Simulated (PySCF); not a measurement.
# Correlation energy of O+ (oxygen, charge +1)

[He] 2s2 2p3, high-spin 4S determinant. Calculation: PySCF 2.14, in x2c-TZVPPall with one added diffuse shell each of s, p, d type (6s4p3d1f, 40 functions); the spin-free X2C one-electron Hamiltonian (Gaussian nucleus). Frozen: 1s2; 5 electrons correlated.

| level | correlation energy (mhartree) |
| --- | --- |
| CCSD | -111.70 |
| (T) | -1.58 |
| CCSD(T) | -113.28 |
| CCSDT | -113.50 |

Diagnostics: T1 = 0.0041, D1 = 0.0089, largest double amplitude 0.032.

**Question.** Is a single reference adequate?

**Answer.** Yes: T1 lies below 0.03 and no double amplitude reaches 0.07.
